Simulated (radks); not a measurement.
Results of a calculation; reference values are marked as such.
Question: Radial electron density D(r) = 4 pi r^2 rho(r) of an atom or ion with 61 electrons. Code: a radial shooting solver on a logarithmic mesh with Libxc functionals. Model: Dirac Kohn-Sham, PBE, spin-unpolarised, spherical densities, finite nucleus; Fermi nuclear charge, rms radius of each element as measured or else 0.836 A^(1/3) + 0.57 fm.

| r (bohr) | D(r) (e/bohr) |
|---|---|
| 0.005173 | 39.15 |
| 0.007415 | 56.84 |
| 0.01071 | 74.01 |
| 0.01548 | 82.47 |
| 0.02237 | 78.09 |
| 0.03232 | 72.61 |
| 0.04669 | 86.25 |
| 0.06746 | 105.9 |
| 0.09747 | 92.90 |
| 0.1408 | 79.87 |
| 0.2035 | 93.02 |
| 0.2916 | 60.02 |
| 0.4214 | 36.62 |
| 0.6088 | 41.63 |
| 0.8797 | 20.55 |
| 1.271 | 10.47 |
| 1.836 | 5.567 |
| 2.653 | 1.460 |
| 3.834 | 0.4284 |
| 5.539 | 0.1336 |
| 8.003 | 0.03144 |
| 11.56 | 0.02442 |
| 16.57 | 0.002549 |
| 23.95 | 0.01951 |
| 34.6 | 0.05109 |
| 49.99 | 0.001549 |

What is the nuclear charge?

Answer: Z = 61. The innermost maximum, from 1s, lies near gamma/Z bohr with gamma = sqrt(1 - (Z/c)^2) = 0.895, here 0.0147 bohr (found: 0.0162), and its height grows with Z. The density is that of neutral promethium in [Xe] 4f5 6s1 6f1; the configuration itself is not fixed sharply by these data, and Z only to a few units. D(r) has 6 maxima, at r = 0.0162, 0.0713, 0.200, 0.553, 9.93, 31.7 bohr, and minima at 0.0313, 0.132, 0.402, 9.39 bohr, inside which lie 2.02, 11.21, 29.21, 60.08 electrons.
